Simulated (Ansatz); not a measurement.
The first iterations of a band of Cl3HSi + H4Si (10 atoms, charge 0, multiplicity 1).

The calculation used RKS B3LYP/def2-SVP (Ansatz 0.2.0).

```
movable images  : 7
climbing image  : yes
spring          : 5.0 eV/Å²
optimiser       : quadratic models (default)
start path      : through a guess of the saddle point
force threshold : 0.05 eV/Å
iteration limit : 60
end points      : relaxed
```

Image 0:

```xyz
10
Properties=species:S:1:pos:R:3
Si -0.859 -2.058 0.651
Cl 1.140 -2.515 0.826
Cl -1.297 -1.659 -1.320
Cl -1.984 -3.654 1.298
H -1.165 -0.875 1.473
H 1.275 0.883 0.059
Si 0.833 2.153 -0.588
H 0.472 3.143 0.468
H 1.941 2.697 -1.423
H -0.357 1.885 -1.443
```

Image 8:

```xyz
10
Properties=species:S:1:pos:R:3
Si -1.260 -0.655 -0.138
Cl 3.210 -0.754 0.578
Cl 0.015 -2.223 -0.718
Cl -1.955 -1.027 1.785
H -2.421 -0.731 -1.061
H 2.211 -1.466 0.162
Si -0.109 1.397 -0.150
H 0.858 1.417 0.976
H 0.582 1.571 -1.458
H -1.131 2.470 0.025
```

| iteration | highest image above the first end (eV) | largest band force component (eV/Å) |
| --- | --- | --- |
| 1 | 5.352 | 19.765 |
| 2 | 3.075 | 5.353 |
| 3 | 3.028 | 1.945 |
| 4 | 3.051 | 0.770 |
| 5 | 3.049 | 1.514 |
| 6 | 3.025 | 0.352 |

Problem. Does the band converge within its limit, and where does its top end?

Solution. The run converged. It ended after 19 iterations with the highest image 2.982 eV above the first end. Beside the main top the profile has a ripple of under 15 meV (maxima at images 4, 7), which may be a very shallow well or noise. Neighbouring images differ by up to 2.4 eV, so the band resolves the path poorly. A vibrational analysis at the climbing image gives one clearly imaginary mode, 969i cm⁻¹: a first-order saddle point. The orbitals stay closed-shell, which can raise the energy where a bond breaks towards radicals; this wasn't checked here.

The run took 5.2 min on 2 threads of Intel(R) Xeon(R) Platinum 8488C (Sapphire Rapids), with other jobs on the host, peak memory 0.34 GiB.
